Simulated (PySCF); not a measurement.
SMILES CC(C)c1ccc(C#N)cc1, GFN2-xTB optimised geometry.

```
22

C     -1.13    -2.91    -1.25
C     -1.45    -2.09     0.00
C     -1.16    -2.89     1.27
C     -0.67    -0.80     0.00
C     -1.33     0.43     0.00
C     -0.64     1.62     0.00
C      0.76     1.61     0.00
C      1.48     2.82     0.00
N      2.06     3.80     0.00
C      1.43     0.39     0.00
C      0.72    -0.80     0.00
H     -1.75    -3.80    -1.27
H     -1.33    -2.33    -2.15
H     -0.09    -3.22    -1.26
H     -2.51    -1.84    -0.01
H     -0.11    -3.19     1.31
H     -1.77    -3.79     1.29
H     -1.38    -2.30     2.15
H     -2.41     0.44     0.00
H     -1.16     2.56     0.00
H      2.51     0.38     0.00
H      1.26    -1.73     0.00
```

Density from CAM-B3LYP/def2-SVP run with PySCF at that geometry.

Minimum of the electron density along straight lines between bonded atoms, close to the bond critical point (lines longer than 1.1 times the sum of covalent radii, or with two minima, are not listed):

```
bond     length / Å  ρ at the minimum / e bohr⁻³  ∇²ρ there / e bohr⁻⁵  position (fraction from the first atom)
-------  ----------  ---------------------------  --------------------  ---------------------------------------
C1–C2         1.530                        0.244                 -0.56                                     0.50
C2–C3         1.531                        0.244                 -0.56                                     0.50
C2–C4         1.507                        0.257                 -0.62                                     0.49
C4–C5         1.391                        0.312                 -0.80                                     0.50
C5–C6         1.381                        0.317                 -0.83                                     0.50
C6–C7         1.394                        0.308                 -0.79                                     0.49
C7–C8         1.413                        0.289                 -0.78                                     0.46
C8–N9         1.147                        0.477                  0.43                                     0.34
C7–C10        1.395                        0.308                 -0.79                                     0.51
C4–C11        1.392                        0.311                 -0.80                                     0.50
C10–C11       1.379                        0.317                 -0.83                                     0.50
C1–H12        1.088                        0.277                 -1.03                                     0.63
C1–H13        1.088                        0.277                 -1.03                                     0.63
C1–H14        1.087                        0.277                 -1.02                                     0.63
C2–H15        1.096                        0.278                 -1.01                                     0.62
C3–H16        1.087                        0.277                 -1.02                                     0.63
C3–H17        1.088                        0.277                 -1.03                                     0.63
C3–H18        1.088                        0.277                 -1.03                                     0.63
C5–H19        1.081                        0.284                 -1.09                                     0.63
C6–H20        1.080                        0.286                 -1.12                                     0.64
C10–H21       1.080                        0.286                 -1.12                                     0.64
C11–H22       1.080                        0.284                 -1.09                                     0.63
```
